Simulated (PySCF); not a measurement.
Mg(H)(SiH3), SMILES [MgH][SiH3] (H4MgSi) (PBE0/def2-SVP optimised geometry):

```
6

Mg    -0.925     0.812     0.000
H     -1.592     2.382     0.001
Si     0.088    -1.570     0.000
H      1.592    -1.570     0.000
H     -0.319    -2.381    -1.199
H     -0.319    -2.382     1.198
```

Method: PBE0/def2-TZVP (PySCF 2.14.0).

### Question
What are the frontier orbital energies and the dipole moment?

### Answer
HOMO-2 -9.30 eV, HOMO-1 -8.37 eV, HOMO -6.81 eV, LUMO -1.01 eV, LUMO+1 -1.01 eV; dipole moment 0.57 D.

Meta-Löwdin charges at PBE0/def2-TZVP: Mg1 1.05, H2 -0.50, Si3 -0.34, H4 -0.07, H5 -0.07, H6 -0.07.
